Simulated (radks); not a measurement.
Valence configurations of Lu II (all share [Xe]). Method: non-relativistic Kohn-Sham, PBE, spin-unpolarised, spherical densities, point nucleus; relativity is left out, which matters for an element this heavy; computed with a radial shooting solver on a logarithmic mesh with Libxc functionals. Order these by energy: 4f12 5d2 6s2; 4f13 5d1 6s1 6p1; 4f12 5d2 6s1 6p1; 4f14 6s1 6p1; 4f14 5d0.5 6s1.5; 4f13 6s2 6p1; 4f14 6s1.5 6p0.5; 4f13.5 6s2 6p0.5; 4f13 5d1 6s2; 4f14 6s2.

Answer. From the lowest, in eV above it: 4f14 6s2 0.000; 4f14 5d0.5 6s1.5 0.028; 4f14 6s1.5 6p0.5 1.803; 4f14 6s1 6p1 3.621; 4f13.5 6s2 6p0.5 10.297; 4f13 5d1 6s2 17.395; 4f13 5d1 6s1 6p1 21.251; 4f13 6s2 6p1 23.442; 4f12 5d2 6s2 41.781; 4f12 5d2 6s1 6p1 45.828. NIST lists [Xe] 4f14 6s2 as the ground configuration; this level of theory agrees among the configurations tried. The energies are those of spherical spin-averaged densities, not of single terms. Relativity is left out, which favours d and f over s occupation in heavy atoms.
